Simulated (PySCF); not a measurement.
Calculated NMR parameters of C=C1CN(C2=CC2)[SiH2]1

| Quantity | Value |
| --- | --- |
| Formula | C6H9NSi |
| SMILES | C=C1CN(C2=CC2)[SiH2]1 |
| InChI | InChI=1S/C6H9NSi/c1-5-4-7(8-5)6-2-3-6/h2H,1,3-4,8H2 |
| Point group of the computed structure | Cs |
| Degrees of unsaturation | 4 |
| Carbon signals | 6 |
| Proton signals | 6 |

Mapped SMILES: `[CH2:1]=[C:2]1[CH2:3][N:4]([C:5]2=[CH:6][CH2:7]2)[SiH2:8]1`; H(Xn) means a hydrogen on atom n. Ha(C1) is cis to C3; Hb(C1) is trans to C3.

How the numbers were obtained: geometry from GFN2-xTB, shieldings: GIAO PBE0/pcSseg-1, in PySCF 2.14.0 with density-fitted response routines (fast rotation and ring inversion assumed for equivalent nuclei, no solvent, a single conformation, non-relativistic).

δ = σ(ref) − σ, references computed at the same level: TMS for ¹H (31.72 ppm), ¹³C (186.93 ppm), ²⁹Si (349.16 ppm); ¹⁵N (267.73 ppm) against NH3.

```tsv
carbon	δC, type	δH (multiplicity)	HMBC from (2–3 bonds)	span of the C tensor (ppm)
C1	132.8, CH2	Ha(C1) 6.13 (br s); Hb(C1) 5.95 (br s)	H(Si8), H(C3)	228
C2	152.9, C	–	Ha(C1), Hb(C1), H(Si8), H(C3)	211
C3	64.7, CH2	4.85 (s)	Ha(C1), Hb(C1), H(Si8)	59
C5	129.2, C	–	H(Si8), H(C6), H(C3), H(C7)	223
C6	69.2, CH	5.11 (t)	H(C7)	160
C7	12.2, CH2	1.52 (m)	H(C6)	90
```

Other nuclei:
```
 atoms  nucleus                                                 environment  δ (ppm)  σ (ppm)
H(Si8)       ¹H  hydrogen on a silicon bonded to C, N, in a 4-membered ring     5.71    26.00
   Si8     ²⁹Si           silicon bonded to C, N, 2 H, in a 4-membered ring    -24.6    373.7
    N4      ¹⁵N                                            enamine nitrogen     66.5    201.3
```

- Carbon types of the structure: 2 × C, 1 × CH, 3 × CH2, leaving 2 H on heteroatoms.
- δC 152.9: fully substituted alkene carbon; as expected for a trigonal carbon in a double bond.
- δC 132.8: terminal =CH2 carbon; the olefinic region.
- δC 129.2: alkene carbon bearing nitrogen; the olefinic region.
- δC 69.2: β carbon of an enol-ether or enamine type C=C; the O or N lone pair pushes π density onto this β carbon and shields it.
- δC 64.7: allylic sp3 CH2 bonded to N; pulled downfield by the heteroatom.

Shifts are as computed. Against solution values, carbons near 30 ppm lie about +3 ppm off and those near 130 ppm about +5 ppm. Of 1211 compounds with measured shifts, 218 miss one by over three times the rms of a fit or turn the order of signals round; such compounds aren't used in these exercises. Experimental scales use liquid or dissolved standards, which lie at an offset from isolated NH3 (liquid NH3: subtract about 20 ppm). Multiplicities follow the n + 1 count of equivalent neighbours, as no J values were calculated; m marks all less simple cases, F and P coupling included.
